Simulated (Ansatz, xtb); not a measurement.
**Ranking isomers of CH3Cl3Si**

3 gas-phase structures of CH3Cl3Si, found in a search over its isomers (lower ones may exist). Each was relaxed with GFN2-xTB; where two conformers were screened, the lower at r2SCAN-D4/def2-SVP is listed:

A. `Cl[SiH2]C(Cl)Cl`, a singlet
B. `C[Si](Cl)(Cl)Cl`, a singlet
C. `ClC[SiH](Cl)Cl`, a singlet

Task: Make a reasoned guess at their ranking by r2SCAN-D4/def2-SVP single-point energy.

Result: Calculated order at r2SCAN-D4/def2-SVP: B (0.000), C (1.950), A (3.751) eV.

Energies above the lowest of each column, in eV; the last columns are at BLYP-D3(BJ)/def2-SVP geometries and were run for some of them only (a dash: not run or not comparable):

```
structure  GFN2-xTB  HF/STO-3G  r2SCAN-D4/def2-SVP  BLYP-D3(BJ)/def2-SVP  CCSD(T)/def2-SVP + ΔMP2/def2-TZVPP
        B     0.000      0.000               0.000                 0.000                               0.000
        C     1.144      1.726               1.950                 1.778                               1.856
        A     2.296      3.514               3.751                     –                                   –
```

Every level run on B puts it lowest or level with the lowest. Some further structures that were screened fall inside this span and aren't listed. Flexible structures stand in one conformer each, not always the lowest. Frequencies (BLYP-D3(BJ)/def2-SVP) were run for B, C alone. ΔMP2 is the change of the MP2 energy from the smaller to the larger basis.

Programs: Ansatz 0.2.0, xtb 6.7.1.
